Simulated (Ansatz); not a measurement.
Sn23H32, relaxed as a triplet with UKS PBE-D4/def2-SVP in Ansatz, starting from the PBE-D4/def2-SVP geometry of the neutral singlet. Force threshold 0.03 eV/Å.

In the def2 sets Sn takes a core potential; there is no spin–orbit coupling. Single mean-field runs in def2-SVP are fitted with def2-universal-jkfit. The relaxation made no stability test and no search for a lower SCF solution. At PBE-D4/def2-SVP a singlet of charge 0 lies 1.28 eV below the triplet, each at its own geometry.

Start:

```xyz
55

Sn   -3.912    1.197   -3.864
Sn   -5.152    1.293    0.617
Sn    0.630    0.857   -5.081
Sn    3.575    3.009   -1.917
Sn   -0.803    2.203   -0.635
Sn   -2.391   -2.247   -0.667
Sn    1.883   -1.035   -1.963
Sn    0.694   -1.095    2.473
Sn   -3.695   -1.954    3.637
Sn    5.091   -0.410    1.191
Sn    3.173   -4.537    0.705
Sn   -1.325    2.256   -3.425
Sn   -2.905    2.920    1.115
Sn   -5.947    1.852   -2.029
Sn   -4.518   -1.430    0.991
Sn    1.550    3.666   -0.063
Sn    2.509    3.010   -4.541
Sn    4.307    0.324   -1.423
Sn   -1.366   -0.530    4.324
Sn    3.111    0.217    3.098
Sn   -0.223   -0.519   -0.141
Sn    1.151   -3.879    2.544
Sn    5.565   -3.187    1.303
H    -4.478    1.670   -5.443
H    -3.826   -0.541   -3.897
H    -6.419    1.679    1.753
H     5.000    3.978   -1.638
H    -2.803   -2.207   -2.352
H    -1.917   -3.874   -0.275
H     1.252   -0.097   -3.448
H     1.935   -2.581   -2.764
H    -4.963   -1.592    4.769
H    -3.330   -3.646    3.800
H     6.560    0.458    1.555
H     2.652   -3.994   -0.864
H     3.425   -6.251    0.576
H    -1.484    3.959   -3.797
H    -3.335    4.579    0.814
H    -2.367    2.826    2.765
H    -6.298    3.553   -2.099
H    -7.430    1.017   -2.384
H    -5.928   -2.402    0.658
H     1.183    5.359   -0.222
H     2.049    3.413    1.585
H     1.824    4.605   -4.729
H     3.916    3.012   -5.578
H     5.495   -0.279   -2.552
H    -1.667    1.178    4.378
H    -0.809   -1.011    5.900
H     2.865    1.930    3.216
H     3.651   -0.347    4.653
H    -0.316   -4.725    2.158
H     1.636   -4.382    4.134
H     6.821   -3.636    0.190
H     6.100   -3.628    2.895
```

Task: Estimate the energy that the relaxation releases and the steps that it takes.

Result: 0.57 eV, in 15 steps; 81 s on 11 threads of AMD EPYC 7R13 on a shared host and a whole NVIDIA H100 80GB HBM3. The force fell under the threshold at step 9, but the optimiser went on and released 0.009 eV more. No frequencies were taken in this run, so the end may be a saddle point.

Task: Does the start keep its bonding?

Result: By distances, no bond broke or formed. The bond that changes most is Sn3–H30, from 1.99 to 2.17 Å (atoms count from 1).

Task: Predict the relaxed structure.

Result: 
```xyz
55

Sn   -3.991    1.106   -3.861
Sn   -5.153    1.204    0.663
Sn    0.552    1.845   -4.946
Sn    3.677    2.912   -1.689
Sn   -0.797    2.079   -0.528
Sn   -2.385   -2.279   -0.638
Sn    1.791   -0.986   -2.321
Sn    0.728   -1.133    2.430
Sn   -3.631   -1.933    3.731
Sn    5.125   -0.547    1.133
Sn    3.115   -4.676    0.716
Sn   -1.630    2.501   -3.219
Sn   -2.957    2.918    1.105
Sn   -6.024    1.636   -1.984
Sn   -4.482   -1.503    1.078
Sn    1.459    3.742   -0.153
Sn    2.968    3.282   -4.421
Sn    4.243    0.152   -1.460
Sn   -1.299   -0.460    4.290
Sn    3.136    0.238    2.969
Sn   -0.112   -0.650   -0.237
Sn    1.146   -3.921    2.575
Sn    5.512   -3.333    1.314
H    -4.522    1.562   -5.451
H    -3.657   -0.595   -3.897
H    -6.453    1.631    1.745
H     5.057    3.916   -1.309
H    -2.899   -2.235   -2.298
H    -1.947   -3.926   -0.285
H     1.170    0.165   -3.727
H     1.964   -2.665   -2.808
H    -4.905   -1.553    4.850
H    -3.265   -3.620    3.933
H     6.621    0.284    1.485
H     2.593   -4.193   -0.868
H     3.362   -6.397    0.692
H    -1.980    4.202   -3.424
H    -3.401    4.541    0.661
H    -2.489    2.950    2.779
H    -6.487    3.302   -2.155
H    -7.433    0.681   -2.336
H    -5.906   -2.464    0.768
H     1.016    5.351   -0.649
H     1.878    3.827    1.531
H     2.781    4.961   -4.840
H     4.228    2.657   -5.447
H     5.511   -0.189   -2.613
H    -1.651    1.239    4.215
H    -0.748   -0.799    5.905
H     2.845    1.946    2.830
H     3.640   -0.061    4.607
H    -0.355   -4.730    2.238
H     1.630   -4.405    4.173
H     6.780   -3.822    0.231
H     6.029   -3.753    2.920
```
Bond lengths (bridged metal pairs left out): 29 × Sn–Sn 2.81 to 2.86 Å; 32 × H–Sn 1.73 to 1.92 Å.
